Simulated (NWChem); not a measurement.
System: GaHOBrCl; SMILES [Cl][Ga]([OH])[Br]

NWChem printed, in part:

```
             Northwest Computational Chemistry Package (NWChem) 7.3.0
             --------------------------------------------------------

                             Geometry "geometry" -> ""
                             -------------------------

 Output coordinates in angstroms (scale by  1.889725989 to convert to a.u.)

  No.       Tag          Charge          X              Y              Z
 ---- ---------------- ---------- -------------- -------------- --------------
    1 Ga                  31.0000     0.38535400    -0.41920300     0.00000000
    2 Cl                  17.0000    -0.93062500    -2.12966200     0.00000000
    3 Br                  35.0000    -0.45374700     1.70422700     0.00000000
    4 O                    8.0000     2.15658100    -0.65511100     0.00000000
    5 H                    1.0000     2.37355600    -1.60248300     0.00000000

 Effective nuclear repulsion energy (a.u.)     617.1717948856

                              NWChem Property Module
                              ----------------------

  itol2e modified to match energy
  convergence criterion.

                                 NWChem DFT Module
                                 -----------------

 Summary of "ao basis" -> "ao basis" (spherical)
 ------------------------------------------------------------------------------
       Tag                 Description            Shells   Functions and Types
 ---------------- ------------------------------  ------  ---------------------
 Ga                         pcsseg-1                15       41   5s7p3d
 Cl                         pcsseg-1                10       24   4s5p1d
 Br                         pcsseg-1                15       41   5s7p3d
 O                          pcsseg-1                 7       17   3s3p1d
 H                          pcsseg-1                 3        5   2s1p

  itol2e modified to match energy
  convergence criterion.

[...]

          -----------------------------------------
          Chemical Shielding Tensors (GIAO, in ppm)
          -----------------------------------------

                                NWChem CPHF Module
                                ------------------

  scftype          =     RHF
  nclosed          =       46
  nopen            =        0
  variables        =     3772
  # of vectors     =        3
  tolerance        = 0.10D-03
  level shift      = 0.00D+00
  max iterations   =       50
  max subspace     =       30

 SCF residual:    2.1802060244356140E-005

Iterative solution of linear equations
  No. of variables     3772
  No. of equations        3
  Maximum subspace       30
        Iterations       50
       Convergence  1.0D-04

   iter   nsub   residual    time
   ----  ------  --------  ---------
     1      3    1.70D-05     144.9

      Atom:    1  Ga
        Diamagnetic
   2643.8318     -0.6297     -0.0000
     -0.6297   2650.4730     -0.0000
     -0.0000     -0.0000   2641.0088

        Paramagnetic
  -1134.3558    -51.5644     -0.0000
    -51.5644  -1116.2687      0.0000
     -0.0000      0.0000  -1485.0794

        Total Shielding Tensor
   1509.4759    -52.1941     -0.0000
    -52.1941   1534.2043      0.0000
     -0.0000      0.0000   1155.9294

           isotropic =    1399.8699
          anisotropy =     263.4133

          Principal Components and Axis System
                 1           2           3
             1575.4788   1468.2015   1155.9294

      1        -0.6203      0.7844      0.0000
      2         0.7844      0.6203     -0.0000
      3         0.0000      0.0000      1.0000

      Atom:    2  Cl
        Diamagnetic
   1150.0169      5.3831     -0.0000
      5.3831   1154.7943      0.0000
     -0.0000      0.0000   1145.5866

        Paramagnetic
   -400.4961    169.5732     -0.0000
    169.5732   -230.2650      0.0000
     -0.0000      0.0000   -390.5450

        Total Shielding Tensor
    749.5208    174.9562     -0.0000
    174.9562    924.5293      0.0000
     -0.0000      0.0000    755.0416

           isotropic =     809.6972
          anisotropy =     334.4198

          Principal Components and Axis System
                 1           2           3
             1032.6438    755.0416    641.4063

      1         0.5257     -0.0000      0.8507
      2         0.8507      0.0000     -0.5257
      3        -0.0000      1.0000      0.0000

      Atom:    3  Br
        Diamagnetic
   3126.5226     -3.2617      0.0000
     -3.2617   3135.3196      0.0000
      0.0000      0.0000   3125.0139

        Paramagnetic
   -903.8208   -191.9342     -0.0000
   -191.9342   -262.2654      0.0000
     -0.0000      0.0000   -789.4426

        Total Shielding Tensor
   2222.7018   -195.1958     -0.0000
   -195.1958   2873.0543      0.0000
     -0.0000      0.0000   2335.5713

           isotropic =    2477.1091
          anisotropy =     675.0490

          Principal Components and Axis System
                 1           2           3
             2927.1418   2335.5713   2168.6143

      1        -0.2670      0.0000      0.9637
      2         0.9637     -0.0000      0.2670
      3         0.0000      1.0000     -0.0000

      Atom:    4  O
        Diamagnetic
    403.9264     -9.8971     -0.0000
     -9.8971    395.6015     -0.0000
     -0.0000     -0.0000    373.1804

        Paramagnetic
   -114.0108     18.1184     -0.0000
     18.1184   -314.9260      0.0000
     -0.0000      0.0000   -143.0728

[...]
```

Level: KT2/pcSseg-1, GIAO. Geometry: optimised at B3LYP/6-31G* (spherical d). The printed shielding anisotropy is the first printed principal value minus the mean of the other two.

Question: Write an input that gives this output.

Answer: One answer among several that fit: the input that was run:
```
start job
memory heap 200 mb stack 900 mb global 1100 mb
geometry units angstroms noautosym nocenter noautoz
  Ga     0.385354    -0.419203     0.000000
  Cl    -0.930625    -2.129662     0.000000
  Br    -0.453747     1.704227     0.000000
  O      2.156581    -0.655111     0.000000
  H      2.373556    -1.602483     0.000000
end
basis spherical
  * library pcsseg-1
end
dft
  xc kt2
  iterations 150
end
property
  shielding
end
task dft property
```
